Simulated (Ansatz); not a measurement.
Reaction (ligand exchange at the Si–S bond): `O[SiH2][S][GeH3]` + `SS` → `O[SiH2]SS` + `[SH][GeH3]`

Calculated with Ansatz (gas phase, PBE0-D4/def2-TZVP geometries, no zero-point term in ΔE). CCSD(T)/CBS adds triple-zeta CCSD(T) − MP2 to the extrapolated MP2 energy (def2 sets, frozen cores). This one scheme is used for every species. DFT in def2-TZVPP. B3LYP here is the variant with VWN-RPA as its local correlation; programs differ in this. For Ge outer-core shells are correlated without core-valence functions, which leaves a few kJ/mol of doubt a bond. Scalar relativity is left out up to krypton. Each species was taken in one conformer, which may not be the lowest.

```json
{"level": "r2SCAN-D4", "ΔE (kJ/mol)": "3.0", "difference from CCSD(T)/CBS": "-1.4"}
{"level": "B3LYP-D4", "ΔE (kJ/mol)": "2.1", "difference from CCSD(T)/CBS": "-2.3"}
{"level": "ωB97X-V", "ΔE (kJ/mol)": "4.0", "difference from CCSD(T)/CBS": "-0.4"}
{"level": "B2PLYP", "ΔE (kJ/mol)": "2.6", "difference from CCSD(T)/CBS": "-1.8"}
{"level": "PBE", "ΔE (kJ/mol)": "1.8", "difference from CCSD(T)/CBS": "-2.6"}
{"level": "r2SCAN", "ΔE (kJ/mol)": "2.9", "difference from CCSD(T)/CBS": "-1.5"}
{"level": "PBE0", "ΔE (kJ/mol)": "3.2", "difference from CCSD(T)/CBS": "-1.2"}
{"level": "HF/def2-TZVPP", "ΔE (kJ/mol)": "5.2", "difference from CCSD(T)/CBS": "0.8"}
{"level": "MP2/def2-TZVPP", "ΔE (kJ/mol)": "4.0", "difference from CCSD(T)/CBS": "-0.4"}
{"level": "CCSD/def2-TZVPP", "ΔE (kJ/mol)": "4.1", "difference from CCSD(T)/CBS": "-0.3"}
{"level": "CCSD(T)/def2-TZVPP", "ΔE (kJ/mol)": "3.6", "difference from CCSD(T)/CBS": "-0.8"}
{"level": "HF/def2-QZVPP", "ΔE (kJ/mol)": "5.4", "difference from CCSD(T)/CBS": "1.0"}
{"level": "MP2/def2-QZVPP", "ΔE (kJ/mol)": "4.5", "difference from CCSD(T)/CBS": "0.1"}
{"level": "HF/CBS(def2)", "ΔE (kJ/mol)": "5.4", "difference from CCSD(T)/CBS": "1.0"}
{"level": "MP2/CBS(def2)", "ΔE (kJ/mol)": "4.8", "difference from CCSD(T)/CBS": "0.4"}
{"level": "CCSD/CBS(def2)", "ΔE (kJ/mol)": "4.9", "difference from CCSD(T)/CBS": "0.5"}
{"level": "CCSD(T)/CBS", "ΔE (kJ/mol)": "4.4", "difference from CCSD(T)/CBS": "0"}
```

Largest T1 diagnostic among the species: 0.012.
